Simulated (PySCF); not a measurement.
All values below come from PySCF with PBE-D3(BJ)/def2-TZVP // B3LYP-D3(BJ)/def2-SVP. All species are isolated molecules in the gas phase. One relaxed conformer stands for a flexible species; it need not be the lowest. 

Reference species (SMILES): `C[SiH2][GeH2][SiH2][GeH2][SiH2][GeH2][CH3]` (neutral, multiplicity 1).

```
Quantity          Value
-------------  --------
HOMO           -6.06 eV
HOMO–LUMO gap   4.59 eV
```

Changed species: `C[SiH2][GeH2][CH3]` (C–Si–Ge–C torsion 179°) (n = 1; the reference has n = 3).

Give the shifts of the HOMO and HOMO–LUMO gap.

the HOMO decreases by 0.49 eV, to -6.55 eV; the HOMO–LUMO gap goes up by 1.34 eV, to 5.93 eV.
